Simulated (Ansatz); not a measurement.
`NC[O][GeH3]` and `NC[S][GeH3]` differ in one element.

Ansatz, PBE0-D4/def2-TZVP geometries, multiplicity 1. Each molecule was computed in one conformer, which needn't be the lowest.

Scalar relativity is left out up to krypton.

```json
{"property": "HOMO–LUMO gap (ωB97M-V/def2-TZVPP) / eV", "`NC[O][GeH3]`": "11.96"}
{"property": "HOMO–LUMO gap (B3LYP/def2-TZVPP) / eV", "`NC[O][GeH3]`": "7.35"}
{"property": "LUMO energy (B3LYP/def2-TZVPP) / eV", "`NC[O][GeH3]`": "0.13"}
{"property": "HOMO–LUMO gap (PBE0/def2-TZVPP) / eV", "`NC[O][GeH3]`": "7.86"}
{"property": "LUMO energy (ωB97M-V/def2-TZVPP) / eV", "`NC[O][GeH3]`": "2.10"}
{"property": "HOMO–LUMO gap (PBE/def2-TZVPP) / eV", "`NC[O][GeH3]`": "5.55"}
```

Question: What does the change do to each property? (Estimate.)

Answer: The calculation gave: 
| property | `NC[S][GeH3]` | shift |
| --- | --- | --- |
| HOMO–LUMO gap (ωB97M-V/def2-TZVPP) / eV | 11.01 | -0.95 |
| HOMO–LUMO gap (B3LYP/def2-TZVPP) / eV | 6.51 | -0.84 |
| LUMO energy (B3LYP/def2-TZVPP) / eV | 0.02 | -0.11 |
| HOMO–LUMO gap (PBE0/def2-TZVPP) / eV | 7.01 | -0.85 |
| LUMO energy (ωB97M-V/def2-TZVPP) / eV | 2.09 | -0.01 |
| HOMO–LUMO gap (PBE/def2-TZVPP) / eV | 4.87 | -0.68 |

With PBE0 the HOMO rises by 0.75 eV and the LUMO falls by 0.10 eV, so the gap narrows by about 0.85 eV. PBE moves the HOMO by 0.51 eV and ωB97M-V by 0.95 eV.

B3LYP here is the variant with VWN-RPA as its local correlation; programs differ in this.
